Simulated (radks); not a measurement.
Question: Ionisation ladder of promethium, from Pm to Pm21+. Each ion is in the ground configuration listed by NIST, and IE = E(next ion) - E(this ion). Method: Dirac Kohn-Sham, relativistic LDA (MacDonald-Vosko exchange, VWN5 correlation), spin-unpolarised, spherical densities, finite nucleus; open shells fill j = l - 1/2 first; Fermi nuclear charge, rms radius 4.962 fm; computed with a radial shooting solver on a logarithmic mesh with Libxc functionals.

species          configuration  IE, Delta-SCF (eV)  -e(HOMO) (eV)   HOMO  <r> HOMO (bohr)
Pm                [Xe] 4f5 6s2               6.049          2.555  4f5/2             1.06
Pm+               [Xe] 4f5 6s1              11.105          8.535  6s1/2             3.92
Pm2+                  [Xe] 4f5              23.731         15.687  4f5/2             1.03
Pm3+                  [Xe] 4f4              41.754         32.293  4f5/2            0.931
Pm4+                  [Xe] 4f3              69.479         51.615  4f5/2            0.867
Pm5+     [Kr] 4d10 4f3 5s2 5p5                   ?         67.178  4f5/2            0.851
Pm6+     [Kr] 4d10 4f3 5s2 5p4              98.043         83.452  4f5/2            0.836
Pm7+     [Kr] 4d10 4f3 5s2 5p3                   ?         100.39  4f5/2            0.822
Pm8+     [Kr] 4d10 4f3 5s2 5p2                   ?         117.95  4f5/2            0.809
Pm9+     [Kr] 4d10 4f3 5s2 5p1                   ?         136.57  4f5/2            0.796
Pm10+        [Kr] 4d10 4f3 5s2              169.16         155.76  4f5/2            0.783
Pm11+        [Kr] 4d10 4f2 5s2              197.02         182.83  4f5/2            0.752
Pm12+        [Kr] 4d10 4f1 5s2              226.40         211.47  4f5/2            0.725
Pm13+            [Kr] 4d10 5s2              253.04         243.56  5s1/2             1.18
Pm14+            [Kr] 4d10 5s1              271.91         262.51  5s1/2             1.16
Pm15+                [Kr] 4d10              430.96         414.11  4d5/2            0.646
Pm16+                 [Kr] 4d9              465.12         447.93  4d5/2            0.637
Pm17+                 [Kr] 4d8              499.97         482.43  4d5/2            0.629
Pm18+                 [Kr] 4d7              535.49         517.62  4d5/2            0.621
Pm19+                 [Kr] 4d6              571.67         553.47  4d5/2            0.613
Pm20+                 [Kr] 4d5              608.49         589.97  4d5/2            0.605
Pm21+                 [Kr] 4d4              652.17         633.16  4d3/2            0.592

Estimate the withheld Delta-SCF values.

Answer: Pm5+: 83.525 eV (NIST 85); Pm7+: 112.98 eV (NIST 116); Pm8+: 133.70 eV (NIST 138); Pm9+: 149.91 eV (NIST 155).

Beside tabulated values, note that spin-unpolarised runs miss the spin-polarisation part of the exchange energy of open shells. No tabulated value is given for the 4+ ions of Nd, Pm and Eu to Yb, where it belongs to another shell than the one emptied here.
